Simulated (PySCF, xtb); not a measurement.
C2H4N2OSi, SMILES O[Si@H]1C=NC=N1. Other conformers were not sampled.

Harmonic wavenumbers (cm⁻¹) from GFN2-xTB run with xtb at its own minimum, in rising order: 130, 156, 194, 359, 401, 493, 544, 640, 653, 771, 788, 818, 861, 918, 946, 996, 1197, 1256, 1564, 1666, 2410, 3048, 3075, 3643.

**Question.** What does PBE-D3(BJ)/def2-SVP (PySCF 2.14.0) give at its own minimum? (Estimate from the structure and the level; the computed values follow.)

**Answer.** 131, 170, 274, 394, 409, 486, 626, 679, 721, 738, 790, 834, 866, 912, 947, 972, 1227, 1296, 1537, 1628, 2214, 3042, 3064, 3763. Paired by order, the mean absolute difference is 37 cm⁻¹ and the zero-point energies are 39.3 and 39.6 kcal/mol.
